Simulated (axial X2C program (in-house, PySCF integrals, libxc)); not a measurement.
## Worked dissociation energy of YBr: MP2, spin-free

All values were computed with an axial X2C code built on PySCF integrals. Spin-free means the one-electron spin-free X2C Hamiltonian. Basis: Y dyall-cv3z [11s12p9d6f3g], Br dyall-cv3z [8s9p6d4f1g] (cores contracted in-house); Gaussian nuclei, density fitting, unrestricted open shells. Masses: Y 88.906 u, Br 78.918 u.

Molecular state: M_S = 0, Λ = 0 (closed shell).

Correlated methods: 10 electrons correlated (number of frozen shells: Y 4 s, 3 p, 1 d; Br 3 s, 2 p, 1 d), 324 virtual spin orbitals or spinors in MP2.

```
E(Y) (2M_S = 1, M_L = 0)  : -3382.994990 hartree
E(Br) (2M_S = 1, M_L = 0) : -2604.640779 hartree
E(YBr) at Re              : -5987.814207 hartree
ωe                        : 261.5 cm⁻¹
ωexe                      : 0.564 cm⁻¹
```

(1) Work out De and D0.

The state is a single determinant with fixed occupations, the lowest that a limited PBE0 search found. Closed shells are restricted here (equal orbitals for both partners); the stretched side of such a curve lies too high. Dissociation energies refer to the lowest single-determinant-based atoms at the same level and basis. Other states lie close and PBE0, whose exact exchange favours high spin, may order them wrongly; the determinant shown need not be the ground state. The nearest other spin-free determinant of the search, M_S = 1, Λ = 2, lies 0.48 eV up at the distance of the search. The outer-core s and p shells of the metal are frozen in the correlated rows, which leaves out core–valence correlation; for alkali and alkaline-earth bonds that tends to lengthen them. With the outer-core shells frozen, correlated bond lengths of heavy atoms tend to come out a few hundredths of an ångström too long. Spin-free De lacks the spin–orbit lowering of the heavy p-block atom, a tenth of an eV or more for 4p and 5p, up to an eV for 6p and one to two eV for 7p atoms, less what an open-shell molecule gains itself.

Each atomic determinant is the lowest at this level and need not be a pure term. Totals compare only within one Hamiltonian and basis.

Results:

(1) De = -3382.994990 + (-2604.640779) − (-5987.814207) = 0.17844 hartree = 4.856 eV. The zero-point energy is ωe/2 − ωexe/4 = 131 cm⁻¹ = 0.016 eV, so D0 = 4.839 eV.
